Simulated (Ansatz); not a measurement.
Ansatz (a quantum-chemistry and plane-wave program) input (HF/3-21G): The .json file is the Basis Set Exchange's 3-21G.

Ansatz 0.2 input:
```yaml
crystal:
  periodic: [false, false, false]
  atoms:
    - {symbol: B, position_ang: [-0.64034446, 0.19788505, 0.00076398]}
    - {symbol: N, position_ang: [0.62935320, -0.31658552, -0.00345673]}
    - {symbol: H, position_ang: [-1.60694168, -0.56217533, -0.02154678]}
    - {symbol: H, position_ang: [-0.96556856, 1.39586267, 0.02547377]}
    - {symbol: H, position_ang: [1.36876017, 0.39298609, 0.01645023]}
basis:
  gaussian:
    orbitals: 3-21G.json
hamiltonian:
  xc: {name: HF}
total_charge: -1
phonons: {temperatures: {t_min: 298.15, t_max: 298.15, t_step: 100}}
```

Which harmonic wavenumbers does it give?

924, 997, 1067, 1215, 1292, 1548, 2317, 2419, 3396 cm⁻¹ (unscaled; negative means imaginary).
